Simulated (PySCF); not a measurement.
Cl2Ni (SMILES [Cl][Ni][Cl]), triplet, at a GFN2-xTB geometry (such geometries of metal compounds can be far from the true shape); R2SCAN/def2-SVP in PySCF.

PySCF was given this input:
```python
from pyscf import gto, scf, dft

mol = gto.M(
    atom='''
Ni    0.000000    0.000000    0.000000
Cl    0.000000    0.000000    1.934826
Cl   -0.000000   -0.000000   -1.934826
''',
    basis='def2-svp',
    charge=0,
    spin=2,
    verbose=5,
)

mf = dft.UKS(mol)
mf.xc = 'r2scan'
mf.grids.prune = None
mf.kernel()
mf.analyze()
```

Task: What does PySCF print? Leave out banner, timings and long lists.

Result: 
```
PySCF version 2.14.0

[INPUT] verbose = 5
[INPUT] max_memory = 4000
[INPUT] num. atoms = 3
[INPUT] num. electrons = 62
[INPUT] charge = 0
[INPUT] spin (= nelec alpha-beta = 2S) = 2
[INPUT] symmetry False subgroup None
[INPUT] Mole.unit = angstrom
[INPUT] Symbol           X                Y                Z      unit          X                Y                Z       unit  Magmom
[...]
[INPUT] ---------------- BASIS SET ----------------
[INPUT] l, kappa, [nprim/nctr], expnt,             c_1 c_2 ...
[INPUT] Cl
[...]
                                1571.7365221      0.014754727977
                                357.12065523      0.066679112875
                                100.25185935      0.17228924084
                                30.812727554      0.158837861
[...]
                                5.7045760975      0.60841752753
                                2.3508376809      0.54352153355
[...]
                                72.102015515      -0.063563355471
                                22.532680262      -0.24016428276
                                7.8991765444      -0.47798866557
                                2.8767268321      -0.38515850005
[...]
[INPUT] Ni
[...]
                                10672.020941      0.010928236994
                                2428.1389007      0.054212626938
                                685.53595148      0.18874768902
                                223.10072863      0.38324616985
                                76.842014042      0.29550637144
[...]
                                17.459154987      0.64521426988
                                7.1625280665      0.44797838103
[...]
                                2.0735740488      0.72320959286
                                0.85382640602     0.44868026476
[...]
                                216.06139913      0.069737374902
                                68.383914817      0.27073495012
                                24.593843952      0.53078301549
                                9.1392960204      0.34410229438
[...]
                                1.8161849234      0.56580169611
                                0.6784075072      0.23616717361
[...]
                                13.146463975      0.1549499595
                                4.4170548925      0.37633115111
                                1.4771565078      0.47365096014
[...]
nuclear repulsion = 299.894053405205
number of shells = 27
number of NR pGTOs = 145
number of NR cGTOs = 67
basis = def2-svp
ecp = {}

******** <class 'pyscf.dft.uks.UKS'> ********
method = UKS
initial guess = minao
damping factor = 0
level_shift factor = 0
DIIS = <class 'pyscf.scf.diis.CDIIS'>
diis_start_cycle = 1
diis_space = 8
diis_damp = 0
SCF conv_tol = 1e-09
SCF conv_tol_grad = None
SCF max_cycles = 50
direct_scf = True
direct_scf_tol = 1e-13
number electrons alpha = 32  beta = 30
XC library pyscf.dft.libxc version 7.1.2
    S. Lehtola, C. Steigemann, M. J. T. Oliveira, and M. A. L. Marques,  SoftwareX 7, 1–5 (2018)
XC functionals = r2scan
    J. W. Furness, A. D. Kaplan, J. Ning, J. P. Perdew, and J. Sun,  J. Phys. Chem. Lett. 11, 8208–8215 (2020)
    J. W. Furness, A. D. Kaplan, J. Ning, J. P. Perdew, and J. Sun,  J. Phys. Chem. Lett. 11, 9248–9248 (2020)
    J. W. Furness, A. D. Kaplan, J. Ning, J. P. Perdew, and J. Sun,  J. Phys. Chem. Lett. 11, 8208–8215 (2020)
    J. W. Furness, A. D. Kaplan, J. Ning, J. P. Perdew, and J. Sun,  J. Phys. Chem. Lett. 11, 9248–9248 (2020)
radial grids:
    Treutler-Ahlrichs [JCP 102, 346 (1995); DOI:10.1063/1.469408] (M4) radial grids

becke partition: Becke, JCP 88, 2547 (1988); DOI:10.1063/1.454033
pruning grids: None
grids dens level: 3
symmetrized grids: False
atomic radii adjust function: <function treutler_atomic_radii_adjust>
small_rho_cutoff = 0
Set gradient conv threshold to 3.16228e-05
atom Ni rad-grids = 90, ang-grids = [434, 434, 434, 434, 434, 434, 434, 434, 434, 434, 434, 434, 434, 434, 434, 434, 434, 434, 434, 434, 434, 434, 434, 434, 434, 434, 434, 434, 434, 434, 434, 434, 434, 434, 434, 434, 434, 434, 434, 434, 434, 434, 434, 434, 434, 434, 434, 434, 434, 434, 434, 434, 434, 434, 434, 434, 434, 434, 434, 434, 434, 434, 434, 434, 434, 434, 434, 434, 434, 434, 434, 434, 434, 434, 434, 434, 434, 434, 434, 434, 434, 434, 434, 434, 434, 434, 434, 434, 434, 434]
atom Cl rad-grids = 80, ang-grids = [434, 434, 434, 434, 434, 434, 434, 434, 434, 434, 434, 434, 434, 434, 434, 434, 434, 434, 434, 434, 434, 434, 434, 434, 434, 434, 434, 434, 434, 434, 434, 434, 434, 434, 434, 434, 434, 434, 434, 434, 434, 434, 434, 434, 434, 434, 434, 434, 434, 434, 434, 434, 434, 434, 434, 434, 434, 434, 434, 434, 434, 434, 434, 434, 434, 434, 434, 434, 434, 434, 434, 434, 434, 434, 434, 434, 434, 434, 434, 434]
tot_boxes 1215, boxes in each direction [ 7  7 13]
Padding 4 grids
tot grids = 108504
nelec by numeric integration = [30.958901 30.958901]
E1 = -3987.8583882796247  E2 = 1260.3530790531504  Ecoul = 1381.254834233793  Exc = -120.9017551806425
init E= -2427.61125582127
cond(S) = 206.25845955246615

  alpha mo_energy =
[-2.98075439e+02 -1.01224162e+02 -1.01224136e+02 -3.44014713e+01
 -2.98001850e+01 -2.98001850e+01 -2.97987964e+01 -9.44046376e+00
 -9.44043142e+00 -7.18310677e+00 -7.18309820e+00 -7.18285118e+00
 -7.18285118e+00 -7.18284391e+00 -7.18284391e+00 -3.12909172e+00
 -1.75066254e+00 -1.73039810e+00 -1.73039810e+00 -8.12476710e-01
 -8.03633004e-01 -3.63475908e-01 -3.52266384e-01 -3.52266384e-01
 -3.50799839e-01 -3.50799839e-01 -3.33471565e-01  7.82366796e-03
  1.98346735e-01  1.98346735e-01  2.41380333e-01  3.50058569e-01
  3.50058569e-01  3.97826468e-01  4.08774017e-01  4.15206377e-01
  4.15208509e-01  5.17730020e-01  5.52121853e-01  6.85496001e-01
  6.85499186e-01  6.88787273e-01  6.88790435e-01  7.23904318e-01
  7.23904318e-01  7.36341125e-01  7.36341125e-01  8.12372891e-01
  8.29179210e-01  8.50566291e-01  8.50566291e-01  9.24446811e-01
[...]
converged SCF energy = -2428.22714675389  <S^2> = 2.0031047  2S+1 = 3.0020691
Total Energy =                       -2428.227146753890793
[...]
2 Cl 4pz         0.00000  -0.00000   0.00000  -0.00460   0.00000
2 Cl 3dxy       -0.00000   0.00041  -0.00000   0.00232   0.00000
2 Cl 3dyz       -0.01105   0.00000   0.00416  -0.00000   0.01012
2 Cl 3dz^2       0.00000  -0.00000   0.00000  -0.01491   0.00000
2 Cl 3dxz       -0.00942  -0.00000  -0.00488  -0.00000  -0.01188
2 Cl 3dx2-y2     0.00000   0.00254  -0.00000  -0.00037  -0.00000
               #66       #67
0 Ni 1s         -0.00000   0.00000
0 Ni 2s         -0.00000  -0.00000
0 Ni 3s          0.00000  -0.00000
0 Ni 4s         -0.00000  -0.00000
0 Ni 5s         -0.00000   0.00000
0 Ni 2px        -0.00014  -0.00000
0 Ni 2py        -0.00016  -0.00000
0 Ni 2pz         0.00000  -0.00004
0 Ni 3px        -0.00387  -0.00000
0 Ni 3py        -0.00453  -0.00000
0 Ni 3pz         0.00000  -0.00359
0 Ni 4px         0.00268   0.00000
0 Ni 4py         0.00315   0.00000
0 Ni 4pz        -0.00000   0.07793
0 Ni 3dxy       -0.00000  -0.00000
0 Ni 3dyz       -0.00000  -0.00000
0 Ni 3dz^2       0.00000  -0.00000
0 Ni 3dxz       -0.00000   0.00000
0 Ni 3dx2-y2    -0.00000   0.00000
0 Ni 4dxy        0.00000  -0.00000
0 Ni 4dyz       -0.00000   0.00000
0 Ni 4dz^2       0.00000  -0.00000
0 Ni 4dxz       -0.00000  -0.00000
0 Ni 4dx2-y2     0.00000   0.00000
0 Ni 4f-3       -0.44187  -0.00000
0 Ni 4f-2       -0.00000   0.37438
0 Ni 4f-1        0.40237   0.00000
0 Ni 4f+0       -0.00000   0.92020
0 Ni 4f+1        0.34211   0.00000
0 Ni 4f+2        0.00000  -0.05977
0 Ni 4f+3        0.72495   0.00000
1 Cl 1s         -0.00000   0.00002
1 Cl 2s         -0.00000   0.00003
1 Cl 3s          0.00000  -0.00142
1 Cl 4s          0.00000  -0.01699
1 Cl 2px         0.00001   0.00000
1 Cl 2py         0.00001  -0.00000
1 Cl 2pz        -0.00000   0.00005
1 Cl 3px        -0.00070  -0.00000
1 Cl 3py        -0.00082  -0.00000
1 Cl 3pz        -0.00000   0.00283
1 Cl 4px        -0.00318  -0.00000
1 Cl 4py        -0.00374  -0.00000
1 Cl 4pz        -0.00000   0.01141
1 Cl 3dxy        0.00000  -0.00096
1 Cl 3dyz        0.00665   0.00000
1 Cl 3dz^2       0.00000  -0.03573
1 Cl 3dxz        0.00566   0.00000
1 Cl 3dx2-y2    -0.00000   0.00015
2 Cl 1s          0.00000  -0.00002
2 Cl 2s          0.00000  -0.00003
2 Cl 3s         -0.00000   0.00142
2 Cl 4s         -0.00000   0.01699
2 Cl 2px         0.00001  -0.00000
2 Cl 2py         0.00001   0.00000
2 Cl 2pz        -0.00000   0.00005
2 Cl 3px        -0.00070  -0.00000
2 Cl 3py        -0.00082  -0.00000
2 Cl 3pz        -0.00000   0.00283
2 Cl 4px        -0.00318  -0.00000
2 Cl 4py        -0.00374  -0.00000
2 Cl 4pz        -0.00000   0.01141
2 Cl 3dxy       -0.00000   0.00096
2 Cl 3dyz       -0.00665  -0.00000
2 Cl 3dz^2      -0.00000   0.03573
2 Cl 3dxz       -0.00566  -0.00000
2 Cl 3dx2-y2     0.00000  -0.00015

To work with the spin densities directly, `use mulliken_meta_spin()` only printing them here.

 ** Mulliken spin pop alpha/beta on meta-lowdin orthogonal AOs **
 ** Mulliken Spin Density (per AO)  **
spin_pop of  0 Ni 1s        0.00000
spin_pop of  0 Ni 2s        0.00000
spin_pop of  0 Ni 3s        0.00002
spin_pop of  0 Ni 4s        0.06811
spin_pop of  0 Ni 5s        0.00387
spin_pop of  0 Ni 2px      -0.00000
spin_pop of  0 Ni 2py      -0.00000
spin_pop of  0 Ni 2pz      -0.00000
spin_pop of  0 Ni 3px       0.00002
spin_pop of  0 Ni 3py       0.00002
spin_pop of  0 Ni 3pz       0.00003
spin_pop of  0 Ni 4px      -0.00037
spin_pop of  0 Ni 4py       0.00085
spin_pop of  0 Ni 4pz       0.00021
spin_pop of  0 Ni 3dxy      0.61777
spin_pop of  0 Ni 3dyz      0.28745
spin_pop of  0 Ni 3dz^2     0.26464
spin_pop of  0 Ni 3dxz      0.39508
spin_pop of  0 Ni 3dx2-y2    0.01547
spin_pop of  0 Ni 4dxy      0.00188
spin_pop of  0 Ni 4dyz      0.00090
spin_pop of  0 Ni 4dz^2     0.00027
spin_pop of  0 Ni 4dxz      0.00114
spin_pop of  0 Ni 4dx2-y2    0.00038
spin_pop of  0 Ni 4f-3     -0.00001
spin_pop of  0 Ni 4f-2     -0.00002
spin_pop of  0 Ni 4f-1     -0.00001
spin_pop of  0 Ni 4f+0     -0.00000
spin_pop of  0 Ni 4f+1     -0.00001
spin_pop of  0 Ni 4f+2     -0.00000
spin_pop of  0 Ni 4f+3     -0.00001
spin_pop of  1 Cl 1s        0.00000
spin_pop of  1 Cl 2s       -0.00000
spin_pop of  1 Cl 3s        0.00128
spin_pop of  1 Cl 4s        0.00005
spin_pop of  1 Cl 2px       0.00000
spin_pop of  1 Cl 2py       0.00000
spin_pop of  1 Cl 2pz       0.00000
spin_pop of  1 Cl 3px       0.09200
spin_pop of  1 Cl 3py       0.06635
spin_pop of  1 Cl 3pz       0.01258
spin_pop of  1 Cl 4px      -0.00005
spin_pop of  1 Cl 4py      -0.00003
spin_pop of  1 Cl 4pz       0.00011
spin_pop of  1 Cl 3dxy      0.00003
spin_pop of  1 Cl 3dyz     -0.00037
spin_pop of  1 Cl 3dz^2    -0.00036
spin_pop of  1 Cl 3dxz     -0.00045
spin_pop of  1 Cl 3dx2-y2   -0.00001
spin_pop of  2 Cl 1s        0.00000
spin_pop of  2 Cl 2s       -0.00000
spin_pop of  2 Cl 3s        0.00128
spin_pop of  2 Cl 4s        0.00005
spin_pop of  2 Cl 2px       0.00000
spin_pop of  2 Cl 2py       0.00000
spin_pop of  2 Cl 2pz       0.00000
spin_pop of  2 Cl 3px       0.09200
spin_pop of  2 Cl 3py       0.06635
spin_pop of  2 Cl 3pz       0.01258
spin_pop of  2 Cl 4px      -0.00005
spin_pop of  2 Cl 4py      -0.00003
spin_pop of  2 Cl 4pz       0.00011
spin_pop of  2 Cl 3dxy      0.00003
spin_pop of  2 Cl 3dyz     -0.00037
spin_pop of  2 Cl 3dz^2    -0.00036
spin_pop of  2 Cl 3dxz     -0.00045
spin_pop of  2 Cl 3dx2-y2   -0.00001
 ** Mulliken Spin Density (per atom)  **
spin density of  0 Ni =      1.65768
spin density of  1 Cl =      0.17116
spin density of  2 Cl =      0.17116
 ** Mulliken pop alpha/beta on meta-lowdin orthogonal AOs **
 ** Mulliken pop       alpha | beta **
In total            32.00000 | 30.00000
 ** Mulliken atomic charges   ( Nelec_alpha | Nelec_beta ) **
charge of  0Ni =      1.00998  (    14.32385     12.66617 )
charge of  1Cl =     -0.50499  (     8.83808      8.66691 )
charge of  2Cl =     -0.50499  (     8.83808      8.66691 )
Dipole moment(X, Y, Z, Debye): -0.00000,  0.00000, -0.00000
```
